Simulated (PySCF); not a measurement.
C8H13P.
SMILES with atom numbers: `[CH2:1]=[CH:2][CH:3]1[CH2:4][P:5]([CH:6]2[CH2:7][CH2:8]2)[CH2:9]1` (hydrogens: H10, H11 on C1; H12 on C2; H13 on C3; H14, H15 on C4; H16 on C6; H17, H18 on C7; H19, H20 on C8; H21, H22 on C9)

The same species was optimised twice, with GFN2-xTB and with PBE0-D3(BJ)/def2-SVP (PySCF), and the same property calculations (PySCF, gas phase) were run on both structures.

```tsv
coordinate	GFN2-xTB	PBE0-D3(BJ)/def2-SVP	change
C1=C2 (Å)	1.320	1.334	+0.014
P5–C6 (Å)	1.841	1.832	-0.009
P5–C9 (Å)	1.878	1.884	+0.006
C4–P5 (Å)	1.879	1.883	+0.004
C6–C7 (Å)	1.503	1.507	+0.004
C6–C8 (Å)	1.503	1.507	+0.004
C2–C3 (Å)	1.490	1.493	+0.003
C3–C4 (Å)	1.544	1.546	+0.002
C3–C9 (Å)	1.544	1.546	+0.002
C7–C8 (Å)	1.492	1.493	+0.001
C2–C3–C9 (°)	114.5	116.8	+2.3
C6–P5–C9 (°)	98.0	100.3	+2.3
C2–C3–C4 (°)	114.5	116.7	+2.2
C4–P5–C6 (°)	98.4	100.2	+1.8
C3–C9–P5 (°)	92.7	91.7	-1.0
C3–C4–P5 (°)	92.7	91.7	-1.0
C1–C2–C3 (°)	124.7	125.5	+0.8
C4–P5–C9 (°)	75.5	75.2	-0.3
C1–C2–C3–C4 (°)	-124	-123	+1
C4–P5–C6–C7 (°)	-102	-107	-5
```

Rotational constants: A = 3694, B = 678.1, C = 669.1 MHz (GFN2-xTB) against A = 3437, B = 684.3, C = 667.5 MHz (PBE0-D3(BJ)/def2-SVP). Atoms that the bonding makes alike are paired by their places after alignment.

On the GFN2-xTB structure: HOMO (eV) -6.50 [PBE0/pcSseg-1]; LUMO (eV) 0.03 [PBE0/pcSseg-1]; dipole (D) 1.22 [PBE0/pcSseg-1]; GIAO shielding of C1 (ppm) 69.7 [PBE0/pcSseg-1]; GIAO shielding of C2 (ppm) 32.7 [PBE0/pcSseg-1]; GIAO shielding of C3 (ppm) 140.6 [PBE0/pcSseg-1]; GIAO shielding of C4/C9 (mean) (ppm) 157.2 [PBE0/pcSseg-1]; GIAO shielding of P5 (ppm) 325.6 [PBE0/pcSseg-1]; GIAO shielding of C6 (ppm) 172.0 [PBE0/pcSseg-1]; GIAO shielding of C7/C8 (mean) (ppm) 181.0 [PBE0/pcSseg-1].

**Question.** What do these properties become on the PBE0-D3(BJ)/def2-SVP structure?

**Answer.** 
| property | level | on GFN2-xTB | on PBE0-D3(BJ)/def2-SVP | change |
| --- | --- | --- | --- | --- |
| HOMO (eV) | PBE0/pcSseg-1 | -6.50 | -6.46 | +0.04 |
| LUMO (eV) | PBE0/pcSseg-1 | 0.03 | -0.06 | -0.09 |
| dipole (D) | PBE0/pcSseg-1 | 1.22 | 1.20 | -0.02 |
| energy, GFN2-xTB geometry as zero (kcal/mol) | PBE0/pcSseg-1 | 0.0 | -1.1 | -1.1 |
| GIAO shielding of C1 (ppm) | PBE0/pcSseg-1 | 69.7 | 65.6 | -4.1 |
| GIAO shielding of C2 (ppm) | PBE0/pcSseg-1 | 32.7 | 31.4 | -1.3 |
| GIAO shielding of C3 (ppm) | PBE0/pcSseg-1 | 140.6 | 137.3 | -3.3 |
| GIAO shielding of C4/C9 (mean) (ppm) | PBE0/pcSseg-1 | 157.2 | 154.7 | -2.5 |
| GIAO shielding of P5 (ppm) | PBE0/pcSseg-1 | 325.6 | 311.1 | -14.5 |
| GIAO shielding of C6 (ppm) | PBE0/pcSseg-1 | 172.0 | 174.5 | +2.5 |
| GIAO shielding of C7/C8 (mean) (ppm) | PBE0/pcSseg-1 | 181.0 | 178.8 | -2.2 |

The heavy atoms differ by 0.102 Å rms after alignment (one structure mirrored). Among bonds between heavy atoms C1=C2 changes most (+0.014 Å). Changes are differences of the printed values. Neither structure is proved a minimum here.

The values belong to the conformer `[CH2:1]=[CH:2][CH:3]1[CH2:4][P:5]([CH:6]2[CH2:7][CH2:8]2)[CH2:9]1`: C1–C2–C3–C4 -123°, C4–P5–C6–C7 -107°.
